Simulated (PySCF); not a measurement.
**How far are cheaper levels from CCSD(T)/CBS for PbH?**

PySCF; the state is a doublet (π ↑). The composite is CCSD(T) extrapolated to the basis-set limit from two correlation-consistent sets, with core-valence (CV) and scalar-relativistic (SR) terms as its label shows; it has no spin–orbit coupling and nothing beyond (T). Here it is CCSD(T)/CBS(DT). It gives Re = 1.839 Å, ωe = 1603 cm⁻¹ and De = 2.53 eV to H + Pb.

```
      level                       basis                           relativity  Re (Å)  ωe (cm⁻¹)  De (eV)
        UHF                    def2-SVP  scalar-relativistic core potentials   1.847       1658     1.43
        UHF                   def2-SVPD  scalar-relativistic core potentials   1.848       1647     1.43
    UHF-MP2                    def2-SVP  scalar-relativistic core potentials   1.838       1651     2.05
    UHF-MP2                   def2-SVPD  scalar-relativistic core potentials   1.840       1632     2.13
UHF-SCS-MP2  aug-cc-pVDZ/aug-cc-pVDZ-PP  scalar-relativistic core potentials   1.848       1609     2.25
UHF-SCS-MP2          cc-pVTZ/cc-pVTZ-PP  scalar-relativistic core potentials   1.840       1664     2.39
        PBE          cc-pVTZ/cc-pVTZ-PP  scalar-relativistic core potentials   1.875       1543     2.49
      HSE06                    def2-SVP  scalar-relativistic core potentials   1.863       1598     2.41
       MN15                    def2-SVP  scalar-relativistic core potentials   1.851       1614     2.50
    LC-ωPBE  aug-cc-pVDZ/aug-cc-pVDZ-PP  scalar-relativistic core potentials   1.833       1673     2.32
```

Question: Give the difference of each row from the composite.

Answer: 

```
      level                       basis  ΔRe (pm)  Δωe (%)  ΔDe (eV)
        UHF                    def2-SVP      +0.8     +3.4     -1.10
        UHF                   def2-SVPD      +0.9     +2.7     -1.10
    UHF-MP2                    def2-SVP      -0.1     +3.0     -0.48
    UHF-MP2                   def2-SVPD      +0.1     +1.8     -0.40
UHF-SCS-MP2  aug-cc-pVDZ/aug-cc-pVDZ-PP      +0.9     +0.4     -0.28
UHF-SCS-MP2          cc-pVTZ/cc-pVTZ-PP      +0.1     +3.8     -0.14
        PBE          cc-pVTZ/cc-pVTZ-PP      +3.6     -3.7     -0.04
      HSE06                    def2-SVP      +2.4     -0.3     -0.12
       MN15                    def2-SVP      +1.2     +0.7     -0.03
    LC-ωPBE  aug-cc-pVDZ/aug-cc-pVDZ-PP      -0.6     +4.4     -0.21
```

Question: Which rows come closest in De?

Answer: PBE in cc-pVTZ/cc-pVTZ-PP (-0.04 eV); MN15 in def2-SVP (-0.03 eV), counted from the composite.

Correlated steps freeze 4 core orbitals. Correlated levels converge slowly with the basis: in double zeta they bind strong bonds too weakly, by up to about 1 eV, and carry superposition errors of some tenths. These are scalar-relativistic numbers at best; spin–orbit coupling would shift them, the dissociation energy most. The state was picked by a PBE0 search and need not be the measured ground state.
